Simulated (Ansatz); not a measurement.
Geometry optimisation, Ansatz 0.2.0, DFT PBE-D3(BJ), scalar-relativistic, plane waves, PAW.

Input file:

```yaml
crystal:
  lattice:
    - [0.0, 5.43, 5.43]
    - [5.43, 0.0, 5.43]
    - [5.43, 5.43, 0.0]
  atoms:
    - { symbol: Si, position: [0.0, 0.0, 0.0] }
    - { symbol: Si, position: [0.125, 0.125, 0.125] }
    - { symbol: Si, position: [0.0, 0.0, 0.5] }
    - { symbol: Si, position: [0.125, 0.125, 0.625] }
    - { symbol: Si, position: [0.0, 0.5, 0.0] }
    - { symbol: Si, position: [0.125, 0.625, 0.125] }
    - { symbol: Si, position: [0.0, 0.5, 0.5] }
    - { symbol: Si, position: [0.125, 0.625, 0.625] }
    - { symbol: Si, position: [0.5, 0.0, 0.0] }
    - { symbol: Si, position: [0.625, 0.125, 0.125] }
    - { symbol: Si, position: [0.5, 0.0, 0.5] }
    - { symbol: Si, position: [0.625, 0.125, 0.625] }
    - { symbol: Si, position: [0.5, 0.5, 0.0] }
    - { symbol: Si, position: [0.625, 0.625, 0.125] }
    - { symbol: Si, position: [0.5, 0.5, 0.5] }
    - { symbol: Si, position: [0.625, 0.625, 0.625] }
    - { symbol: B, position: [0.2480398, 0.2478271, 0.7477535], spin: 1.0 }
magnetization:
  spin_polarized: true
basis:
  ecutwfc: 420.0
kpoints:
  mp_grid: { grid: [2, 2, 2] }
hamiltonian:
  xc: pbe
  dispersion: d3bj
  pseudopotentials: { kind: paw, azcp: { folder: soft_1 } }
scf:
  occupations: { method: gaussian, width: 0.02 }
  lower_state_search: "off"
relax:
  f_tol: 0.03
  max_steps: 60
  adjacent_minimum: "off"
```

Run as:

```bash
$ ansatz run input.yaml --threads 2 --pin off --max-ram 5120MiB --backend cpu --events-out ev --progress --plain --runs-dir out
```

**Question.** Where does it end, and by what steps?

**Answer.** The forces met the threshold. The force dipped under the threshold on the way, but the program's further checks kept it going. After 3 steps the energy has fallen by 0.084 eV; Si2 moved furthest, 0.06 Å.

```json
{"step": "0", "energy less start (eV)": "0.0000", "largest force component (eV/Å)": "0.381", "accepted": "yes"}
{"step": "1", "energy less start (eV)": "-0.0700", "largest force component (eV/Å)": "0.145", "accepted": "yes"}
{"step": "2", "energy less start (eV)": "-0.0839", "largest force component (eV/Å)": "0.022", "accepted": "yes"}
{"step": "3", "energy less start (eV)": "-0.0839", "largest force component (eV/Å)": "0.022", "accepted": "yes"}
```

```xyz
17
Lattice="0.0000 5.4300 5.4300 5.4300 0.0000 5.4300 5.4300 5.4300 0.0000" Properties=species:S:1:pos:R:3
Si -0.001 -0.001 -0.026
Si 1.325 1.325 1.391
Si 2.708 2.708 -0.007
Si 4.097 4.097 1.382
Si 2.742 0.002 2.717
Si 4.076 1.356 4.071
Si 5.429 2.689 2.714
Si 6.755 4.106 4.040
Si 0.002 2.742 2.717
Si 1.356 4.076 4.071
Si 2.689 5.429 2.714
Si 4.105 6.755 4.040
Si 2.718 2.718 5.433
Si 4.079 4.079 6.794
Si 5.432 5.432 5.457
Si 6.786 6.786 6.791
B 5.408 5.409 2.694
```

Whether the end is a true minimum wasn't checked by a vibrational analysis.

The run took 21 s on 2 threads of Arm Neoverse V2, with other jobs on the host, peak memory 0.67 GiB.
